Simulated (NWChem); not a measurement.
All runs are NWChem calculations. System: HGe, charge 0, spin multiplicity 4, at the geometry of a parent with another charge or spin, in a state set for the comparison that need not be this species' ground state. Its SCF solution wasn't tested for a lower state. Level: UHF/def2-TZVP.

The NWChem input:

```
start mol
memory heap 200 mb stack 900 mb global 1100 mb
geometry units angstroms nocenter noautoz
  Ge     0.000000     0.000000     0.048614
  H      0.000000     0.000000    -1.555645
  symmetry group C2v
end
basis spherical
  * library def2-tzvp
end
scf
  uhf
  nopen 3
  maxiter 100
  thresh 1e-7
  semidirect memsize 60000000 filesize 0
  # guess.movecs holds the orbitals of an unrestricted PBE0 run
  vectors input guess.movecs output mol.movecs
end
task scf energy
```

Part of the output:

```
             Northwest Computational Chemistry Package (NWChem) 7.3.0
             --------------------------------------------------------

                                NWChem Input Module
                                -------------------

 Scaling coordinates for geometry "geometry" by  1.889725989
 (inverse scale =  0.529177249)

 Turning off AUTOSYM since
 SYMMETRY directive was detected!

                             Geometry "geometry" -> ""
                             -------------------------

 Output coordinates in angstroms (scale by  1.889725989 to convert to a.u.)

  No.       Tag          Charge          X              Y              Z
 ---- ---------------- ---------- -------------- -------------- --------------
    1 Ge                  32.0000     0.00000000     0.00000000     0.04861400
    2 H                    1.0000     0.00000000     0.00000000    -1.55564500

 Effective nuclear repulsion energy (a.u.)      10.5554476977

            Nuclear Dipole moment (a.u.)
            ----------------------------
        X                 Y               Z
 ---------------- ---------------- ----------------
     0.0000000000     0.0000000000     0.0000056692

      Symmetry information
      --------------------

 Group name             C2v
 Group number             16
 Group order               4
 No. of unique centers     2

      Symmetry unique atoms

     1    2


 Summary of "ao basis" -> "" (spherical)
 ------------------------------------------------------------------------------
       Tag                 Description            Shells   Functions and Types
 ---------------- ------------------------------  ------  ---------------------
 *                         def2-tzvp                  on all atoms

 Summary of "ao basis" -> "ao basis" (spherical)
 ------------------------------------------------------------------------------
       Tag                 Description            Shells   Functions and Types
 ---------------- ------------------------------  ------  ---------------------
 Ge                        def2-tzvp                16       48   6s5p4d1f
 H                         def2-tzvp                 4        6   3s1p

                                 NWChem SCF Module
                                 -----------------

  ao basis        = "ao basis"
  functions       =    54
  atoms           =     2
  alpha electrons =    18
  beta  electrons =    15
  charge          =   0.00
  wavefunction    = UHF
  use symmetry    = T
  symmetry adapt  = T

 Summary of "ao basis" -> "ao basis" (spherical)
 ------------------------------------------------------------------------------
       Tag                 Description            Shells   Functions and Types
 ---------------- ------------------------------  ------  ---------------------
 Ge                        def2-tzvp                16       48   6s5p4d1f
 H                         def2-tzvp                 4        6   3s1p

      Symmetry analysis of basis
      --------------------------

        a1         25
        a2          5
        b1         12
        b2         12

 Forming initial guess at       0.1s

   Symmetry analysis of molecular orbitals - initial alpha
   -------------------------------------------------------

  Numbering of irreducible representations:

     1 a1          2 a2          3 b1          4 b2

  Orbital symmetries:

     1 a1          2 a1          3 a1          4 b2          5 b1
     6 a1          7 a1          8 b2          9 b1         10 a1
    11 b2         12 b1         13 a1         14 a2         15 a1
    16 a1         17 b1         18 b2         19 a1         20 a1
    21 b2         22 b1         23 a2         24 a1         25 a1
    26 b2         27 b1         28 a1

   Symmetry analysis of molecular orbitals - initial beta
   ------------------------------------------------------

  Numbering of irreducible representations:

     1 a1          2 a2          3 b1          4 b2

  Orbital symmetries:

     1 a1          2 a1          3 a1          4 b2          5 b1
     6 a1          7 a1          8 b1          9 b2         10 a1
    11 b2         12 b1         13 a1         14 a2         15 a1
    16 a1         17 b1         18 b2         19 a1         20 a1
    21 b1         22 b2         23 a2         24 a1         25 a1
    26 b2         27 b1         28 a1

 Starting SCF solution at       0.1s

 ----------------------------------------------
         Quadratically convergent UHF

 Convergence threshold     :          1.000E-07
 Maximum no. of iterations :          100
 Integral*density screening:          1.000E-09
 ----------------------------------------------

              iter       energy          gnorm     gmax       time
             ----- ------------------- --------- --------- --------
                 1    -2075.8347184353  5.68D-01  2.45D-01      1.5
                 2    -2075.8457380712  1.69D-01  4.12D-02      1.5
                 3    -2075.8484960758  8.46D-03  3.26D-03      1.6
                 4    -2075.8485599647  1.44D-04  5.70D-05      1.7
                 5    -2075.8485599793  3.57D-08  1.55D-08      1.8

       Final UHF  results
       ------------------

         Total SCF energy =  -2075.848559979323
      One electron energy =  -2916.406419866357
      Two electron energy =    830.002412189381
 Nuclear repulsion energy =     10.555447697654

                       Sz =      1.5000
                 Sz(Sz+1) =      3.7500
                      S^2 =      3.7588

        Time for solution =      1.7s

       Symmetry analysis of molecular orbitals - alpha
[...]
     1 a1          2 a1          3 b1          4 b2          5 a1
     6 a1          7 b2          8 b1          9 a1         10 a1
    11 b2         12 b1         13 a2         14 a1         15 a1
    16 a1         17 b1         18 b2         19 a1         20 a1
    21 b1         22 b2         23 a1         24 a2         25 a1
    26 b2         27 b1         28 a1

       Symmetry analysis of molecular orbitals - beta
       ----------------------------------------------

  Numbering of irreducible representations:

     1 a1          2 a2          3 b1          4 b2

  Orbital symmetries:

     1 a1          2 a1          3 a1          4 b1          5 b2
     6 a1          7 a1          8 b2          9 b1         10 a1
    11 b2         12 b1         13 a2         14 a1         15 a1
    16 a1         17 b2         18 b1         19 a1         20 a1
    21 b2         22 b1         23 a1         24 a2         25 a1
    26 b2         27 b1         28 a1

          Final alpha eigenvalues
          -----------------------

              1
    1 -405.2488
    2  -52.1550
    3  -46.2435
    4  -46.2435
    5  -46.2416
    6   -7.2019
    7   -5.1769
    8   -5.1769
    9   -5.1731
   10   -1.6459
   11   -1.6437
   12   -1.6437
   13   -1.6434
   14   -1.6434
   15   -0.7274
   16   -0.4732
   17   -0.3079
   18   -0.3079
   19    0.1167
   20    0.2462
   21    0.2729
   22    0.2729
   23    0.2775
   24    0.2775
   25    0.3769
   26    0.4363
   27    0.4363
   28    0.5359

          Final beta eigenvalues
          ----------------------

              1
    1 -405.2421
    2  -52.1516
    3  -46.2386
    4  -46.2377
    5  -46.2377
    6   -7.1874
    7   -5.1666
    8   -5.1596
    9   -5.1596
   10   -1.6404
   11   -1.6380
   12   -1.6380
   13   -1.6348
   14   -1.6348
   15   -0.5372
   16   -0.0285
   17    0.0820
   18    0.0820
   19    0.1851
   20    0.2995
   21    0.3400
   22    0.3400
   23    0.3655
   24    0.3655
   25    0.4609
   26    0.5337
   27    0.5337
   28    0.5706

                    UHF Final Alpha Molecular Orbital Analysis
                    ------------------------------------------

 Vector   16  Occ=1.000000D+00  E=-4.731814D-01  Symmetry=a1
              MO Center=  6.9D-16,  2.0D-15, -4.3D-01, r^2= 2.4D+00
   Bfn.  Coefficient  Atom+Function         Bfn.  Coefficient  Atom+Function
  ----- ------------  ---------------      ----- ------------  ---------------
    18      0.358207  1 Ge pz                 6      0.331059  1 Ge s
    50     -0.329092  2 H  s                  5      0.268921  1 Ge s
    21      0.232355  1 Ge pz                51     -0.177554  2 H  s
    49     -0.165214  2 H  s                 12     -0.150766  1 Ge pz

 Vector   17  Occ=1.000000D+00  E=-3.078537D-01  Symmetry=b1
              MO Center=  1.2D-15, -1.9D-16,  1.0D-01, r^2= 2.6D+00
   Bfn.  Coefficient  Atom+Function         Bfn.  Coefficient  Atom+Function
  ----- ------------  ---------------      ----- ------------  ---------------
    19      0.603613  1 Ge px                16      0.522337  1 Ge px
    10     -0.206490  1 Ge px

 Vector   18  Occ=1.000000D+00  E=-3.078537D-01  Symmetry=b2
              MO Center=  4.5D-17, -6.4D-16,  1.0D-01, r^2= 2.6D+00
   Bfn.  Coefficient  Atom+Function         Bfn.  Coefficient  Atom+Function
  ----- ------------  ---------------      ----- ------------  ---------------
    20      0.603613  1 Ge py                17      0.522337  1 Ge py
    11     -0.206490  1 Ge py

 Vector   19  Occ=0.000000D+00  E= 1.166508D-01  Symmetry=a1
              MO Center= -6.7D-16, -6.7D-16, -1.7D-01, r^2= 4.6D+00
   Bfn.  Coefficient  Atom+Function         Bfn.  Coefficient  Atom+Function
  ----- ------------  ---------------      ----- ------------  ---------------
    51      1.612461  2 H  s                 21      1.371698  1 Ge pz
     6     -1.035055  1 Ge s                 18      0.190489  1 Ge pz

 Vector   20  Occ=0.000000D+00  E= 2.461688D-01  Symmetry=a1
              MO Center=  5.6D-17, -5.5D-17, -1.1D+00, r^2= 4.7D+00
   Bfn.  Coefficient  Atom+Function         Bfn.  Coefficient  Atom+Function
  ----- ------------  ---------------      ----- ------------  ---------------
    51      2.156672  2 H  s                 39     -0.898508  1 Ge d  0
    21      0.703168  1 Ge pz                50     -0.588457  2 H  s
     6     -0.563899  1 Ge s                  5     -0.547835  1 Ge s
    34      0.237646  1 Ge d  0               4      0.172347  1 Ge s

 Vector   21  Occ=0.000000D+00  E= 2.729355D-01  Symmetry=b1
              MO Center=  9.3D-16,  4.8D-18, -7.0D-02, r^2= 3.9D+00
   Bfn.  Coefficient  Atom+Function         Bfn.  Coefficient  Atom+Function
  ----- ------------  ---------------      ----- ------------  ---------------
    40      1.078530  1 Ge d  1              35     -0.206378  1 Ge d  1

                     UHF Final Beta Molecular Orbital Analysis
                     -----------------------------------------

 Vector   13  Occ=1.000000D+00  E=-1.634762D+00  Symmetry=a2
              MO Center=  7.1D-17, -6.3D-17,  4.9D-02, r^2= 1.8D-01
   Bfn.  Coefficient  Atom+Function         Bfn.  Coefficient  Atom+Function
  ----- ------------  ---------------      ----- ------------  ---------------
    22      0.910450  1 Ge d -2              27      0.194782  1 Ge d -2

 Vector   14  Occ=1.000000D+00  E=-1.634762D+00  Symmetry=a1
              MO Center=  7.7D-18, -1.5D-16,  4.9D-02, r^2= 1.8D-01
   Bfn.  Coefficient  Atom+Function         Bfn.  Coefficient  Atom+Function
  ----- ------------  ---------------      ----- ------------  ---------------
    26      0.910450  1 Ge d  2              31      0.194782  1 Ge d  2

 Vector   15  Occ=1.000000D+00  E=-5.371939D-01  Symmetry=a1
              MO Center=  1.6D-15, -5.5D-17, -8.2D-01, r^2= 1.3D+00
   Bfn.  Coefficient  Atom+Function         Bfn.  Coefficient  Atom+Function
  ----- ------------  ---------------      ----- ------------  ---------------
     5      0.474469  1 Ge s                  6      0.352475  1 Ge s
     4     -0.251696  1 Ge s                 50      0.207419  2 H  s
    18     -0.202577  1 Ge pz                 3     -0.175258  1 Ge s

 Vector   16  Occ=0.000000D+00  E=-2.854703D-02  Symmetry=a1
              MO Center= -1.0D-14, -4.8D-16,  1.5D-01, r^2= 2.8D+00
   Bfn.  Coefficient  Atom+Function         Bfn.  Coefficient  Atom+Function
  ----- ------------  ---------------      ----- ------------  ---------------
     6      0.666931  1 Ge s                 21      0.324943  1 Ge pz
    51     -0.321407  2 H  s                  5      0.238093  1 Ge s
    18      0.190102  1 Ge pz                50     -0.172930  2 H  s
     4     -0.168427  1 Ge s

 Vector   17  Occ=0.000000D+00  E= 8.202474D-02  Symmetry=b2
              MO Center=  1.1D-15, -5.5D-16, -5.5D-02, r^2= 3.4D+00
   Bfn.  Coefficient  Atom+Function         Bfn.  Coefficient  Atom+Function
  ----- ------------  ---------------      ----- ------------  ---------------
    20      0.842848  1 Ge py                17      0.225951  1 Ge py
    11     -0.155423  1 Ge py

 Vector   18  Occ=0.000000D+00  E= 8.202474D-02  Symmetry=b1
              MO Center=  7.5D-15,  3.6D-16, -5.5D-02, r^2= 3.4D+00
   Bfn.  Coefficient  Atom+Function         Bfn.  Coefficient  Atom+Function
  ----- ------------  ---------------      ----- ------------  ---------------
    19      0.842848  1 Ge px                16      0.225951  1 Ge px
    10     -0.155423  1 Ge px

 center of mass
 --------------
 x =   0.00000000 y =   0.00000000 z =   0.05109117

 moments of inertia (a.u.)
 ------------------
           9.137991500960           0.000000000000           0.000000000000
           0.000000000000           9.137991500960           0.000000000000
           0.000000000000           0.000000000000           0.000000000000

  Mulliken analysis of the total density
  --------------------------------------

    Atom       Charge   Shell Charges
 -----------   ------   -------------------------------------------------------
    1 Ge  32    32.10   2.00  2.00  1.16  0.80  0.82  0.73  5.98  4.43  1.57  1.23  1.34  8.92  1.08 -0.00  0.04  0.00
    2 H    1     0.90   0.20  0.51  0.18  0.01

  Mulliken analysis of the alpha density
  --------------------------------------

    Atom       Charge   Shell Charges
 -----------   ------   -------------------------------------------------------
    1 Ge  32    17.39   1.00  1.00  0.59  0.39  0.50  0.46  2.99  2.24  0.77  1.14  1.29  4.44  0.55  0.01  0.03  0.00
    2 H    1     0.61   0.13  0.35  0.12  0.01

   Mulliken analysis of the beta density
   -------------------------------------

    Atom       Charge   Shell Charges
 -----------   ------   -------------------------------------------------------
    1 Ge  32    14.71   1.00  1.00  0.58  0.41  0.32  0.27  2.99  2.19  0.80  0.10  0.04  4.48  0.53 -0.01  0.02  0.00
    2 H    1     0.29   0.06  0.16  0.06  0.00

   Mulliken analysis of the spin density
   -------------------------------------

    Atom       Charge   Shell Charges
 -----------   ------   -------------------------------------------------------
    1 Ge  32     2.68   0.00  0.00  0.01 -0.02  0.19  0.19  0.00  0.05 -0.04  1.04  1.25 -0.04  0.02  0.02  0.01  0.00
    2 H    1     0.32   0.07  0.19  0.05  0.00

       Multipole analysis of the density wrt the origin
       ------------------------------------------------

     L   x y z        total         alpha         beta         nuclear
     -   - - -        -----         -----         ----         -------
     0   0 0 0     -0.000000    -18.000000    -15.000000     33.000000

     1   1 0 0     -0.000000     -0.000000     -0.000000      0.000000
     1   0 1 0     -0.000000     -0.000000      0.000000      0.000000
     1   0 0 1      0.030544     -0.236558      0.267096      0.000006

     2   2 0 0    -15.223145    -12.087724     -3.135422      0.000000
     2   1 1 0     -0.000000     -0.000000     -0.000000      0.000000
     2   1 0 1      0.000000      0.000000      0.000000      0.000000
     2   0 2 0    -15.223145    -12.087724     -3.135422      0.000000
     2   0 1 1      0.000000      0.000000     -0.000000      0.000000
     2   0 0 2    -12.650987    -15.331305     -6.231835      8.912154

 Task  times  cpu:        1.8s     wall:        1.8s

 Total times  cpu:        1.9s     wall:        1.9s
```
